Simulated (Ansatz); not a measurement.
Ansatz (a first-principles code) input (PBE0/def2-TZVPD):

Ansatz 0.2 input:
```yaml
crystal:
  periodic: [false, false, false]
  atoms:
    - {symbol: Pd, position_ang: [-0.00000000, -0.00000000, -0.03278078]}
    - {symbol: H, position_ang: [0.00000000, 0.00000000, 1.50791597]}
basis:
  gaussian:
    orbitals: def2-TZVPD
hamiltonian:
  xc: {name: PBE0}
total_charge: 1
magnetization: {spin_polarized: true, initial_magnetization: 2}
```

Output:

```
Functional definition: PBE0
integrals: 0.01 GiB planned
456 factors; their error is unknown
mean field: 0.13 GiB planned
mean field evaluation 1: about -3477.6566 eV, gradient 5.2e1 eV
mean field evaluation 2: about -3463.1552 eV, gradient 8.7e1 eV
mean field evaluation 4: about -3485.5987 eV, gradient 3.2e0 eV
mean field evaluation 8: about -3485.6321 eV, gradient 6.1e-2 eV
mean field evaluation 16: about -3485.6870 eV, gradient 4.6e-5 eV
mean field -3485.68702656 eV, -128.0966355425 hartree, gradient 1.6e-5 eV, S^2 2.004105; 1 other end points of the search recorded, 0 dependent functions left out
reference -3485.68705023 eV, -128.0966364125 hartree; 10, 8 occupied and 39, 41 virtual orbitals, 456 factors
Total energy: -3485.68705023 eV, -128.0966364125 hartree
```

This state (charge 1, triplet) is run at the relaxed geometry of the species with charge 0 and multiplicity 2.
